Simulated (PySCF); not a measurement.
Consider `F[Si](F)(F)F` (F4Si). Non-hydrogen atoms are numbered in `[F:1][Si:2]([F:3])([F:4])[F:5]`.

Level of theory: PBE0-D3(BJ)/ma-def2-TZVP single points in PySCF, grid level 2; every species was optimised with PBE0-D3(BJ)/ma-def2-SVP. The prefix ma- adds one diffuse s and one diffuse p function on all atoms but H. Thermal corrections: PBE0-D3(BJ)/ma-def2-SVP frequencies, unscaled, ideal gas at 298.15 K and 1 bar, quasi-RRHO entropy.

Task: What are the vertical and the adiabatic ionisation energy for forming the radical cation?

Result: 15.40 eV vertical and 14.98 eV adiabatic, the latter with zero-point energy.

Task: Where does the unpaired spin of the relaxed radical cation sit?

Result: F3 (fluorine) 0.51, F1 (fluorine) 0.51 (intrinsic atomic orbital populations). This structure is symmetry-broken (see the note below).

Task: What oxidation potential follows in DMSO (IEF-PCM), given that Fc+/Fc comes at 4.39 V absolute with this functional and basis?

Result: In the gas phase ΔG of oxidation is 14.905 eV, and solvation is -5.6 kJ/mol for the parent and -261.9 kJ/mol for the product, so the absolute potential is 12.25 V, or 7.86 V against Fc+/Fc. Fc+/Fc in DMSO, 4.39 V, is PBE0-D3(BJ)/ma-def2-TZVP on PBE0-D3(BJ)/def2-SVP structures with GFN2-xTB thermal terms. Benchmark calculations put it near 5.0 V in acetonitrile and DMSO, so it is about 0.6 V low, and the value against it can read up to that much too high. The solvent is electrostatics only, on gas-phase structures; the absolute scale refers to an electron at rest in vacuum.

Task: How far is −ε(HOMO) from the vertical value by ΔSCF?

Result: −ε(HOMO) = 12.82 eV, which is 2.58 eV below the ΔSCF value.

Caveats: F3 and F4 are equivalent in the parent, but the relaxed radical cation is symmetry-broken (Td to C2v), as a Jahn-Teller-type distortion or an artefact of the method; its spin populations, distances and adiabatic value belong to that structure.
